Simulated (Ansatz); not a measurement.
Ca(F)2 anion (CaF₂), SMILES [Ca]([F])[F] (connectivity only; charge and spin as stated), charge -1, multiplicity 2.

The structure is a stationary point at ωB97X-D3(BJ)/def2-TZVPD. The geometry has at least one imaginary mode, so it is a saddle point at that level. The multiplicity is an assumed one; other spin states were not compared. The isomer is the one that the SMILES or the coordinates give; other isomers of the formula were not compared.

Two levels are set side by side: PBE/def2-TZVPD (Ansatz, a first-principles code) and CAM-B3LYP/def2-TZVPD (Ansatz). Energy differences of separate SCF runs at the same geometry; the states with an electron removed or added have multiplicity 1. Differences are taken from unrounded values.

| quantity | CAM-B3LYP |
|---|---|
| vertical ionisation energy (eV) | 0.55 |

Problem. What does PBE give, and how far is it from CAM-B3LYP? (Estimate from the structure and the level; the computed values follow.)

Solution. 
```json
[
 {"quantity": "vertical ionisation energy (eV)", "PBE": "0.58", "PBE minus CAM-B3LYP": "0.03"}
]
```
